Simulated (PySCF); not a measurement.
C4H5Br.

```xyz
10

Br     0.0042    -1.3552     0.0000
C     -0.0619     0.5258     0.0000
C     -1.0740     1.4233     0.0000
C     -0.1055     2.5963     0.0000
C      1.0571     1.5409     0.0000
H     -2.1699     1.3455     0.0000
H     -0.1371     3.2420    -0.9033
H     -0.1371     3.2420     0.9033
H      1.7006     1.5427    -0.9039
H      1.7006     1.5427     0.9039
```
Charge 0, spin multiplicity 1.

Geometry: PBE-D3(BJ)/def2-SVP.

The numbers are results of PBE/pcSseg-1 (PySCF), not measurements. Non-relativistic, no solvent.

**Question.** Give the absolute GIAO shielding of each atom: isotropic value and principal components (ppm). (The exact figures need the calculation; the answer reports its results.)

**Answer.** 
| atom | σ(iso) | σ11 | σ22 | σ33 | span |
|---|---|---|---|---|---|
| Br1 | 1921.6 | 1301.0 | 1669.2 | 2794.4 | 1493.4 |
| C2 | 36.7 | -52.6 | 61.0 | 101.9 | 154.5 |
| C3 | 32.9 | -66.6 | 47.7 | 117.4 | 184.0 |
| C4 | 144.8 | 135.4 | 147.9 | 151.2 | 15.7 |
| C5 | 133.2 | 121.6 | 122.1 | 156.0 | 34.4 |
| H6 | 24.8 | 22.9 | 23.7 | 27.9 | 5.0 |
| H7 | 28.3 | 25.0 | 26.4 | 33.5 | 8.5 |
| H8 | 28.3 | 25.0 | 26.4 | 33.5 | 8.5 |
| H9 | 28.1 | 25.4 | 26.8 | 32.2 | 6.9 |
| H10 | 28.1 | 25.4 | 26.8 | 32.2 | 6.9 |
